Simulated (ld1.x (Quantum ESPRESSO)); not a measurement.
Varying the TM potential for lithium

Base potential:

Li (Z = 3), norm-conserving Troullier–Martins (Kleinman–Bylander form), made with ld1.x (Quantum ESPRESSO) 7.5 (Wu–Cohen, non-relativistic). Core [He], reference 2s1 2p0. Waves: 2s (bound): rc 2.70 bohr; 3d channel at -0.15 Ry: rc 3.50 bohr; 2p (bound, empty): rc 4.20 bohr. Local part: the p channel. Core correction: none.

Cutoffs, loose and tight: the cutoffs (Ry, on a coarse ladder) from which the occupation-weighted sum of valence levels, in a spherical-Bessel basis at the reference potential, stays within 10 and 1 mRy of its value at 400 Ry. They do not see the model core or the augmentation charge, which bear on the density cutoff. Test errors are all-electron minus pseudo excitation energies from the reference, over the configurations 2s0.5 2p0; 2s0 2p1. A dash means not determined; rows that change the core or the reference have their own tests.

| change | outcome | cutoff, loose | cutoff, tight | bound ghosts | largest test error (meV) |
| --- | --- | --- | --- | --- | --- |
| base | generated | 6 Ry | 6 Ry | none | -3.2 |
| all radii scaled by about 0.75 (s 2.02, p 3.14, d 2.60 bohr) | generated | 6 Ry | 6 Ry | none | +3.2 |
| all radii scaled by about 0.90 (s 2.44, p 3.78, d 3.16 bohr) | generated | 6 Ry | 6 Ry | none | +3.2 |
| all radii scaled by about 1.12 (s 3.04, p 4.72, d 3.94 bohr) | generated | 6 Ry | 6 Ry | none | -5.4 |
| all radii scaled by about 1.26 (s 3.42, p 5.30, d 4.42 bohr) | generated | 6 Ry | 6 Ry | none | -9.9 |
| all radii scaled by about 1.36 (s 3.66, p 5.70, d 4.74 bohr) | generated | 6 Ry | 6 Ry | none | -12 |

Reading the sweep of the scale of all radii (base = 1) (base included, trends over the rows without a ghost): The loose cutoff stays near 6 Ry. The median size of the test errors (rows with all tests solved) rises from 2.3 meV at 0.75 to 7.0 meV at 1.36. More of the atom is replaced by a form fitted at one configuration, so other configurations suffer as the radius grows.
